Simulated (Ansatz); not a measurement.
Frontier orbitals of `C[SiH](Cl)[SbH2]`.

Cartesian coordinates in Å:
```
C -0.327 -0.740 -1.116
Si 0.595 -0.462 0.477
Cl 2.623 -0.375 0.061
Sb -0.016 1.712 1.709
H 0.009 -1.663 -1.595
H -1.398 -0.817 -0.916
H -0.163 0.091 -1.805
H 0.404 -1.611 1.400
H -1.676 1.319 1.569
H -0.051 2.545 0.216
```

Charge 0, multiplicity 1. Correlated methods include outer-core shells of Sb, which these sets cover unevenly. Sb takes the def2 core potential. The structure was optimised at the PBE0-D4/def2-TZVP level. Basis def2-TZVPP, Ansatz.

Orbital energies of one run (eV). Highest occupied ones, from the top: -7.20, -8.25, -8.78, -9.57, -9.81, -10.28, -10.61, -11.83, -12.00, -14.00, -16.33, -19.98, -22.98, -35.63. Empty: -0.43, -0.40, 0.36, 0.67, 0.99, 1.79.

**Question.** Which functional gave them?
A. PBE0
B. LC-ωPBE
C. BHLYP
D. PBE

**Answer.** A. HOMO energies: PBE0 -7.20, BHLYP -8.07, LC-ωPBE -9.62, PBE -6.20 eV.

LC-ωPBE has ω = 0.4 bohr⁻¹.
